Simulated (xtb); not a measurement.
silicon monosulfide (SSi), SMILES [Si]=S (connectivity only; charge and spin as stated), neutral, multiplicity 1. All values are semi-empirical tight-binding results from xtb (GFN2-xTB unless named), good for trends rather than for accurate numbers. Coordinates come from a GFN2-xTB optimisation.

```json
{
  "point_group_as_xtb_finds_it": "C∞v",
  "orbital_gap": "2.79 eV",
  "static polarisability (D4 model)": "53.6 bohr³",
  "solvation energy, GFN2-xTB/ALPB(water)": "1.8 kcal/mol",
  "solvation energy, GFN2-xTB/ALPB(ether)": "-1.2 kcal/mol"
}
```
